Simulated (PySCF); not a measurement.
H₂BClS₂, singlet, at a GFN2-xTB geometry. Base run: PySCF with B3LYP/6-31G, polarisability.

The PySCF input:
```python
from pyscf import gto, scf, dft
from pyscf.prop import polarizability

mol = gto.M(
    atom='''
B    -0.03151183   -0.01535288    0.00112219
Cl   -1.57989068   -0.76973880    0.05626269
S     0.09786339    1.59009840   -0.81975741
H     1.40030426    1.80586863   -0.64450814
S     1.35819663   -0.88069115    0.76790455
H     2.31843608    0.00593948    0.51207723
''',
    basis='6-31g',
    verbose=3,
)

mf = dft.RKS(mol)
mf.xc = 'b3lyp'
mf.kernel()
alpha = mf.Polarizability().polarizability()[2, 2]
print('alpha_zz =', alpha)
```

Each row names what was changed in the base input (with any setting that the change needs).

```csv
change,alpha_zz (bohr³),basis functions,core-seconds (rough)
base,33.61,52,7
finite field (a.u.) = 0.02; conv_tol = 1e-11,33.64,52,10
functional = pbe0,33.77,52,6
functional = camb3lyp,32.87,52,30
finite field (a.u.) = 0.001; conv_tol = 1e-6,33.87,52,5
basis = def2-SVP,37.01,78,10
finite field (a.u.) = 0.005; conv_tol = 1e-11,33.61,52,8
finite field (a.u.) = 2e-4; conv_tol = 1e-6,15.52,52,4
finite field (a.u.) = 2e-4; conv_tol = 1e-11,33.61,52,8
basis = 6-31+G*,50.22,88,20
basis = STO-3G,12.21,34,4
"functional = lda,vwn",34.83,52,4
```

Finite-field rows take the second difference of the energy in a field along z; a small field with loose convergence shows SCF noise divided by the square of the field, and a large one adds hyperpolarisability.
